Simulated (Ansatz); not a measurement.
All numbers were calculated with Ansatz.

CH$_{5}$Cl$_{2}$GaS (`[CH3][Ga-]([SH2+])([Cl])[Cl]`) at its PBE0-D4/def2-TZVP geometry, where that method's forces vanish. Total charge 0; spin multiplicity 1.

| atom | x (Å) | y (Å) | z (Å) |
| --- | --- | --- | --- |
| C1 | 0.5195 | -0.1333 | 1.4103 |
| Ga2 | 0.5307 | 0.7419 | -0.3382 |
| S3 | -1.2533 | -0.4995 | -1.7362 |
| Cl4 | -0.3958 | 2.6886 | -0.5834 |
| Cl5 | 2.1394 | 0.3464 | -1.7397 |
| H6 | -0.4569 | -0.0322 | 1.8861 |
| H7 | 0.7729 | -1.1901 | 1.3153 |
| H8 | 1.2645 | 0.3413 | 2.0519 |
| H9 | -2.2401 | -0.5051 | -0.8227 |
| H10 | -0.8809 | -1.7580 | -1.4434 |

Task: For each bond, give half the difference of the two atoms' forces along it (eV/Å; positive pushes the atoms apart) under PBE-D4, r2SCAN-D4, B3LYP-D4, ωB97M-V in def2-TZVPP. (Estimate.)

Result: The calculation gave: 
| bond | length (Å) | PBE-D4 | r2SCAN-D4 | B3LYP-D4 | ωB97M-V |
| --- | --- | --- | --- | --- | --- |
| C1–Ga2 | 1.955 | -0.04 | -0.01 | 0.07 | -0.04 |
| C1–H6 | 1.091 | 0.10 | -0.01 | -0.07 | -0.04 |
| C1–H7 | 1.091 | 0.10 | -0.01 | -0.07 | -0.04 |
| C1–H8 | 1.092 | 0.10 | -0.01 | -0.07 | -0.04 |
| Ga2–S3 | 2.584 | 0.01 | -0.02 | 0.09 | 0.08 |
| Ga2–Cl4 | 2.170 | 0.16 | 0.01 | 0.15 | 0.02 |
| Ga2–Cl5 | 2.170 | 0.16 | 0.01 | 0.15 | 0.01 |
| S3–H9 | 1.345 | 0.26 | 0.02 | -0.03 | -0.10 |
| S3–H10 | 1.345 | 0.26 | 0.02 | -0.03 | -0.10 |

B3LYP here is the variant with VWN-RPA as its local correlation; programs differ in this.
